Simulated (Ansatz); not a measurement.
C5H11Se (SMILES C[CH][Se]C(C)C), doublet, geometry from GFN2-xTB; Ansatz (an electronic-structure program) with SVWN5/def2-SV(P).

Here is a job for Ansatz.
Ansatz 0.2 input:
```yaml
crystal:
  periodic: [false, false, false]
  atoms:
    - {symbol: C, position_ang: [2.29637255, -0.94634639, 0.75234700]}
    - {symbol: C, position_ang: [1.59938250, -0.62937542, -0.52463166]}
    - {symbol: Se, position_ang: [0.20345855, 0.57348155, -0.67304375]}
    - {symbol: C, position_ang: [-1.00289763, -0.04927358, 0.82172781]}
    - {symbol: C, position_ang: [-1.38403725, -1.49819032, 0.59098751]}
    - {symbol: C, position_ang: [-2.20743354, 0.87237582, 0.87129765]}
    - {symbol: H, position_ang: [3.12174512, -0.25208013, 0.94207276]}
    - {symbol: H, position_ang: [2.72498373, -1.94772873, 0.69603122]}
    - {symbol: H, position_ang: [1.62010201, -0.90815918, 1.60305648]}
    - {symbol: H, position_ang: [2.20050582, -0.66402759, -1.42328111]}
    - {symbol: H, position_ang: [-0.41621143, 0.05496636, 1.73939848]}
    - {symbol: H, position_ang: [-1.96706730, -1.86982428, 1.43274878]}
    - {symbol: H, position_ang: [-1.98226257, -1.59236799, -0.31357124]}
    - {symbol: H, position_ang: [-0.49544456, -2.11747333, 0.48177907]}
    - {symbol: H, position_ang: [-2.85759208, 0.59143629, 1.69862159]}
    - {symbol: H, position_ang: [-1.89749548, 1.90695479, 1.01045726]}
    - {symbol: H, position_ang: [-2.77717372, 0.80479040, -0.05419601]}
basis:
  gaussian:
    orbitals: def2-SV_P_.json
    final_grid: {core_spheres: 10, valence_spheres: 20, degree: 41}
hamiltonian:
  xc: {name: SVWN5}
magnetization: {spin_polarized: true, initial_magnetization: 1}
```
The basis file holds def2-SV(P) in the JSON format of the Basis Set Exchange.

It wrote (shortened):

```
Functional definition: SVWN5
1686 factors; their error is unknown
mean field evaluation 1: about -70530.6314 eV, gradient 7.1e1 eV
mean field evaluation 2: about -70465.6638 eV, gradient 1.2e2 eV
mean field evaluation 4: about -70553.7041 eV, gradient 2.3e1 eV
mean field evaluation 8: about -70556.6402 eV, gradient 1.9e-1 eV
mean field evaluation 16: about -70556.4885 eV, gradient 5.2e-4 eV
mean field -70556.48846280 eV, -2592.9031261022 hartree, gradient 2.3e-5 eV, S^2 0.752214; 0 other end points of the search recorded, 0 dependent functions left out
reference -70556.48850065 eV, -2592.9031274933 hartree; 38, 37 occupied and 86, 87 virtual orbitals, 1686 factors
Total energy: -70556.48850065 eV, -2592.9031274933 hartree
```
